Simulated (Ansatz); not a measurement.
Computed with Ansatz.

A structure relaxed at PBE0-D4/def2-TZVP, charge 0, multiplicity 1:

Cartesian coordinates in Å:
```
C -0.640 0.727 2.015
C -0.288 0.353 0.914
Zr 0.341 -0.292 -1.057
F 2.106 0.302 -1.353
F -0.804 0.478 -2.340
Cl 0.236 -2.622 -1.161
H -0.950 1.054 2.983
```

Question: Give its formula and SMILES.

Answer: C2HClF2Zr, `C#[C][Zr]([F])([F])[Cl]`.

Question: Point group (tolerance 0.08 Å, 0.16 Å for H)?

Answer: Cs.

Question: Summarise the bond lengths by kind.

Answer: 1 × C–C 1.215 Å; 1 × C–H 1.068 Å; 1 × C–Zr 2.167 Å; 2 × F–Zr 1.885 Å; 1 × Cl–Zr 2.335 Å.
